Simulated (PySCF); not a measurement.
C₆ coefficients of unlike pairs at wB97X-V

Calculated with PySCF 2.14 from the dipole response of each species, C₆(A,B) = (3/π) ∫ α_A(iu) α_B(iu) du, in atomic units, from isotropic polarisabilities. For ions this is the dispersion term alone; charge-induced terms of lower order in 1/R come first.

```tsv
species	configuration	basis	relativity	α (bohr³)	C₆ (like pair)
S²⁺	[Ne] 3s2 3p2 (3P)	def2-TZVPPD (6s6p4d1f)	none	7.339	26.67
Si²⁺	[Ne] 3s2 (1S)	aug-cc-pVDZ-DK (5s4p2d)	spin-free X2C	11.96	41.03
K	[Ar] 4s1 (2S)	aug-cc-pwCVTZ-X2C (9s8p6d3f)	spin-free X2C	364.6	5435
```

Estimate C₆ for Si²⁺ with S²⁺.

The integral gives 31.82. The combination rule 2 C_A C_B / (C_A α_B/α_A + C_B α_A/α_B) gives 31.89 and the geometric mean 33.08.

No spin-orbit coupling is included.

The other pairs:

| pair | C₆ |
| --- | --- |
| K, S²⁺ | 217.7 |
| K, Si²⁺ | 326.8 |
